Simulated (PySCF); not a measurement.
# C₆ coefficients of unlike pairs at PBE

Calculated with PySCF 2.14 from the dipole response of each species, C₆(A,B) = (3/π) ∫ α_A(iu) α_B(iu) du, in atomic units, from isotropic polarisabilities. For ions this is the dispersion term alone; charge-induced terms of lower order in 1/R come first.

| species | configuration | basis | relativity | α (bohr³) | C₆ (like pair) |
| --- | --- | --- | --- | --- | --- |
| Cl³⁺ | [Ne] 3s2 3p2 (3P) | aug-cc-pV(T+d)Z (6s5p4d2f) | none | 4.358 | 11.81 |
| Cr⁺ | [Ar] 3d5 (6S) | def2-QZVPPD (11s6p5d3f2g) | none | 12.35 | 40.44 |
| O⁺ | [He] 2s2 2p3 (4S) | x2c-TZVPPall with one added diffuse shell each of s, p, d type (6s4p3d1f) | spin-free X2C | 2.680 | 5.272 |
| I³⁺ | [Kr] 4d10 5s2 5p2 (3P) | aug-cc-pVTZ-DK3 (8s7p5d2f) | spin-free X2C | 10.05 | 53.59 |

Estimate C₆ for O⁺ with Cr⁺.

The integral gives 13.99. The combination rule 2 C_A C_B / (C_A α_B/α_A + C_B α_A/α_B) gives 12.90 and the geometric mean 14.60.

No spin-orbit coupling is included.

The other pairs:

```tsv
pair	C₆
O⁺, Cl³⁺	7.836
I³⁺, Cr⁺	45.49
I³⁺, O⁺	16.56
Cr⁺, Cl³⁺	21.17
I³⁺, Cl³⁺	25.10
```
